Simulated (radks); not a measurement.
Valence configurations of Bi. All-electron calculation, scalar-relativistic Kohn-Sham, PBEsol, spin-polarised, spherical densities, finite nucleus; open shells are filled with parallel spins first (spin-orbit coupling, left out, can overturn this in heavy ions); Fermi nuclear charge, rms radius 5.5211 fm. Program: a radial shooting solver on a logarithmic mesh with Libxc functionals. Order these by energy: [Xe] 4f12 5d10 6s2 6p5; [Xe] 4f13 5d10 6s1 6p5; [Xe] 4f14 5d10 6s1.5 6p3.5; [Xe] 4f13 5d10 6s2 6p4; [Xe] 4f14 5d10 6s1 6p4; [Hg] 6p3; [Xe] 4f14 5d9.5 6s2 6p3.5; [Xe] 4f14 5d10 6p5.

Answer. From the lowest, in eV above it: [Hg] 6p3 0.000; [Xe] 4f14 5d10 6s1.5 6p3.5 5.068; [Xe] 4f14 5d10 6s1 6p4 10.168; [Xe] 4f14 5d9.5 6s2 6p3.5 11.998; [Xe] 4f14 5d10 6p5 21.770; [Xe] 4f13 5d10 6s2 6p4 157.94; [Xe] 4f13 5d10 6s1 6p5 169.10; [Xe] 4f12 5d10 6s2 6p5 334.12. NIST lists [Hg] 6p3 as the ground configuration; this level of theory agrees among the configurations tried. The energies are those of spherical high-spin densities, not of single terms.
